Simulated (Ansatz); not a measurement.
**Molecular dynamics of Cl$_{2}$H$_{6}$Si$_{2}$**

Input file:

```yaml
crystal:
  periodic: [false, false, false]
  atoms:
    - { symbol: Si, position_ang: [-0.4043, -0.869, -0.7153] }
    - { symbol: Cl, position_ang: [1.0285, -2.3096, 0.7326] }
    - { symbol: H, position_ang: [0.5683, -1.2558, -1.7169] }
    - { symbol: H, position_ang: [-1.4596, -1.609, -0.0544] }
    - { symbol: Cl, position_ang: [-1.6185, 0.2577, -1.9789] }
    - { symbol: H, position_ang: [0.6711, -0.5901, 0.6479] }
    - { symbol: Si, position_ang: [0.2758, 1.2398, 0.6454] }
    - { symbol: H, position_ang: [-0.1973, 1.2985, 2.0241] }
    - { symbol: H, position_ang: [1.6647, 1.6804, 0.5607] }
    - { symbol: H, position_ang: [-0.5287, 2.1571, -0.1453] }
magnetization:
  spin_polarized: true
basis:
  gaussian: { orbitals: STO-3G }
hamiltonian:
  xc: pbe0
  dispersion: d4
md:
  timestep: 0.5
  n_steps: 150
  ensemble: nve
  temperature: 600.0
  initial_velocities: maxwell_boltzmann
  seed: 139888
```

Command:

```bash
$ ansatz run input.yaml --threads 1 --pin off --max-ram 2048MiB --backend cpu --events-out ev --progress --plain --runs-dir out
```

It starts from a rough guess of a transition structure, not a stationary point.

Output, in part (step lines, the closing report, with atoms numbered from 0):

```
md step     0: t =     0.00 fs  T =   600.0 K  F+E_penalty+E_count = -40427.83214265 eV  E_kin = 0.620448 eV  conserved = -40427.21169466 eV  (23 SCF iters)
[... lines left out ...]
Total energy: -40429.01009919 eV, -1485.7387173780 hartree
Atom 0 at    -0.670011    -0.364631    -0.987009 Å, force     1.197566     3.101956     0.210615 eV/Å
Atom 1 at     1.543165    -2.731811     1.385984 Å, force    -0.770972    -3.973466    -1.161588 eV/Å
Atom 2 at     0.324678    -1.049782    -1.822435 Å, force    -0.472747    -0.068421     0.424944 eV/Å
Atom 3 at    -1.531087    -1.168352    -0.216236 Å, force    -0.579689    -1.117211     0.269081 eV/Å
Atom 4 at    -2.059463     0.467694    -2.521738 Å, force     1.386956    -0.485966     1.568853 eV/Å
Atom 5 at     1.277330    -4.178035     0.979958 Å, force     0.739467     4.007213     1.131005 eV/Å
Atom 6 at     0.406682     1.136338     0.747072 Å, force    -0.709400    -0.311978    -3.198682 eV/Å
Atom 7 at     1.650920     0.621910     1.288483 Å, force    -0.203422    -0.172906    -0.211492 eV/Å
Atom 8 at     0.696514     2.468500     0.127891 Å, force    -0.287121    -1.082585     0.611078 eV/Å
Atom 9 at    -0.535219     1.280141     1.808284 Å, force    -0.300638     0.103362     0.356185 eV/Å
Dipole moment:     0.432955    -0.569324     0.452357 e Å
```

The steps, from the saved trajectory:

```csv
time (fs),T (K),potential energy less start (eV),conserved less start (meV/atom)
0,600,0.000,0.00
2.5,373,0.237,0.22
5,413,0.195,0.13
7.5,530,0.073,0.08
10,661,-0.063,0.05
12.5,671,-0.072,0.14
15,988,-0.403,-0.16
17.5,1176,-0.595,0.03
20,1221,-0.640,0.20
22.5,1767,-1.208,-0.22
25,1827,-1.264,0.46
27.5,2323,-1.786,-0.43
30,2135,-1.585,0.15
32.5,2276,-1.732,0.05
35,2422,-1.889,-0.45
37.5,2210,-1.666,-0.13
40,1953,-1.399,0.06
42.5,1667,-1.101,0.25
45,2125,-1.580,-0.30
47.5,1965,-1.406,0.56
50,2505,-1.976,-0.61
52.5,2121,-1.570,0.29
55,2433,-1.895,0.06
57.5,2737,-2.215,-0.54
60,2549,-2.015,0.00
62.5,2523,-1.990,-0.14
65,1968,-1.411,0.35
67.5,2355,-1.818,-0.32
70,1959,-1.400,0.53
72.5,2231,-1.692,-0.54
75,1741,-1.178,0.18
```

All steps were run. The conserved energy stayed within 0.7 meV per atom of its start (net change 0.18 meV per atom), so the integration is sound. The kinetic energy rose, since the run started high on the potential surface and went downhill. It ends in pieces (ClH + ClH5Si2), so much of that is their flight and rotation, not heat. A run of 0.075 ps of so small a system gives no equilibrium averages. The orbitals were unrestricted but ended closed-shell. Limits of this set-up: minimal basis.

The planned step would form Si1–Si7, Cl2–H6 and break Si1–Cl2, H6–Si7. These pairs go: Si1–Si7 2.60 → 2.53 Å, Cl2–H6 1.76 → 1.53 Å, Si1–Cl2 2.49 → 4.02 Å, H6–Si7 1.87 → 5.39 Å. In the last frame they stand as after the step (other bonds may differ from the relaxed reactants and products). Also parted: Si1–H6 1.76 → 4.71 Å. It ends as ClH + ClH5Si2. Pairs count as bonded within 1.25 times the sum of covalent radii (0.12 Å more for H–H).

Last frame:

```xyz
10
Properties=species:S:1:pos:R:3
Si -0.670 -0.365 -0.987
Cl 1.543 -2.732 1.386
H 0.325 -1.050 -1.822
H -1.531 -1.168 -0.216
Cl -2.059 0.468 -2.522
H 1.277 -4.178 0.980
Si 0.407 1.136 0.747
H 1.651 0.622 1.288
H 0.697 2.469 0.128
H -0.535 1.280 1.808
```

Run time: 8.2 min on 1 thread of Arm Neoverse V2, with other jobs on the host, peak memory 0.16 GiB.
